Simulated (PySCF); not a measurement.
Dipole moment and polarisability across levels of theory

Compound: C2H8OSi2.
SMILES: `CC(=O)[SiH2][SiH3]`

PySCF, dipoles from the SCF density, polarisabilities from static response with core orbitals frozen. The structure is a single PBE0-D3(BJ)/def2-SVP conformer in the gas phase; no vibrational or solvent corrections.

How do dipole and polarisability depend on functional and basis here?

```tsv
level	μ (D)	α (Å³)	anisotropy (Å³)
LDA/def2-SVPD	2.437	14.25	4.29
PBE/def2-SVPD	2.347	13.93	4.16
B3LYP/def2-SVPD	2.512	13.33	3.52
PBE0/def2-SVPD	2.498	13.24	3.50
BHandHLYP/def2-SVPD	2.686	12.69	2.96
CAM-B3LYP/def2-SVPD	2.606	13.02	3.13
wB97X-D/def2-SVPD	2.564	13.03	3.17
LC-wPBE/def2-SVPD	2.593	12.68	2.88
HF/def2-SVPD	2.893	12.02	2.37
PBE0/6-31G*	2.293	10.99	3.15
PBE0/6-31+G*	2.518	12.25	3.14
PBE0/def2-SVP	2.265	11.67	2.98
PBE0/aug-cc-pVDZ	2.440	13.51	3.61
PBE0/def2-TZVP	2.391	12.80	3.43
PBE0/def2-TZVPD	2.443	13.43	3.62
```

The anisotropy is √(½[(α1 − α2)² + (α2 − α3)² + (α3 − α1)²]). The dipole runs from 2.27 D (PBE0/def2-SVP) to 2.89 D (HF/def2-SVPD). No reference polarisability is at hand; against PBE0 in the largest diffuse basis at hand (def2-TZVPD) the other PBE0 rows deviate by 6-31G* -18%, 6-31+G* -9%, def2-SVP -13%, def2-SVPD -1%, aug-cc-pVDZ +1%, def2-TZVP -5%. In one basis (def2-SVPD) the functionals order the polarisability from HF (lowest) to LDA (highest), a spread of 19%. With PBE0 the polarisability is 11.82 Å³ without diffuse functions (mean of 6-31G*, def2-SVP and def2-TZVP) and 13.11 Å³ with them (mean of 6-31+G*, def2-SVPD, aug-cc-pVDZ and def2-TZVPD).
